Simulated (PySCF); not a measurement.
SMILES NB(Cl)O (H₃BClNO) at its PBE0/def2-SVP optimised geometry (Å):

```
7

B     -0.0518    -0.0862     0.0000
Cl     1.7421    -0.0862     0.0000
O     -0.7276    -1.2646     0.0000
H     -0.1413    -2.0261    -0.0009
N     -0.7322     1.1333     0.0000
H     -1.7421     1.1747    -0.0001
H     -0.2631     2.0261     0.0006
```

Level of theory: PBE0/def2-TZVP (PySCF 2.14.0).

Map of the electrostatic potential (hartree/e), clipped to [-0.08, 0.12] on the plane z = 0.6 Å:

```
|3333333333333333333333333332222|
|3333333333334444333333333322222|
|3333333333444444443333333322222|
|3333333344444444444333333222222|
|3333334444444555544333332222222|
|3333344444445666554333322222222|
|3333444444456788754433222222222|
|3334444455556999864332222222222|
|3334445555568999864332222222222|
|3334455677799999754322222222222|
|3334456899999999654322211222222|
|3334456899999999654333222222222|
|3334456899999999976688643222222|
|3333445678899999999999995322222|
|3333344455679999999999998422222|
|3333333334479999999999999532222|
|3333333223369999999999999432222|
|3332222211269999999999997322222|
|2222222110289999998999974222222|
|2222221100299999876555432222222|
|2222221000199999865432222222222|
|2222211100159999975432222222222|
|2222221110136999986432222222222|
|2222222111235899986433222222222|
|2222222222234689875433322222222|
|2222222222334567665433332222222|
|2222222222334455554433333222222|
|2222222223334444444433333322222|
|2222222233333444444333333332222|
|2222222233333334433333333332222|
|2222222333333333333333333333222|
```
Scale: ten equal steps from -0.052 (start of '0') to 0.120 (end of '9'), in the order '0123456789'; x runs from -4.50 to 4.50, y from -4.50 (bottom) to 4.50 (top).
